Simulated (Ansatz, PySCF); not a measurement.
Gas-phase reaction in SMILES: OBO [boronic acid] -> [BH]O + [OH] (HO) (the B-O bond at the site shown breaks; other sites are not compared here)
Geometries: B3LYP-D3(BJ)/def2-TZVP minima from Ansatz (a program for electronic structure), one conformer each, not searched for the lowest. Frequencies are from Ansatz or PySCF.

Quantity: bond dissociation energy (enthalpy at 298 K, with B3LYP-D3(BJ) rigid-rotor harmonic-oscillator terms), in kcal/mol. Valence correlation only, unless marked. Open shells are spin-unrestricted. Spin-orbit coupling is left out. Non-relativistic. FCI takes restricted orbitals. CBS(X,Y): correlation extrapolated as X^-3; Hartree-Fock from the larger set.

```
level                                program  bond dissociation energy (kcal/mol)  minus last row
----------------------------  --------------  -----------------------------------  --------------
HF/6-31G                              Ansatz                                108.3           -43.3
HF/cc-pVDZ                            Ansatz                                113.6           -38.0
BLYP/def2-TZVPD                       Ansatz                                143.7            -7.9
B3LYP/def2-TZVPD                      Ansatz                                144.8            -6.8
PBE0/STO-3G                           Ansatz                                162.3            10.7
CAM-B3LYP-D3(BJ)/def2-TZVPD   Ansatz + dftd3                                148.4            -3.2
PBE-QIDH/def2-TZVPD                   Ansatz                                149.0            -2.6
MP2/6-31G                             Ansatz                                137.3           -14.3
MP2/6-31G*                            Ansatz                                152.0             0.4
RI-MP2/CBS(cc-pVTZ,cc-pVQZ)           Ansatz                                158.7             7.1
CCSD/aug-cc-pVDZ                      Ansatz                                140.5           -11.1
CCSD/cc-pVDZ                          Ansatz                                142.4            -9.2
CCSD/cc-pwCVTZ                        Ansatz                                146.8            -4.8
FCI/STO-3G                            Ansatz                                142.2            -9.4
CCSD(T)/CBS(cc-pVTZ,cc-pVQZ)          Ansatz                                151.6             0.0
```
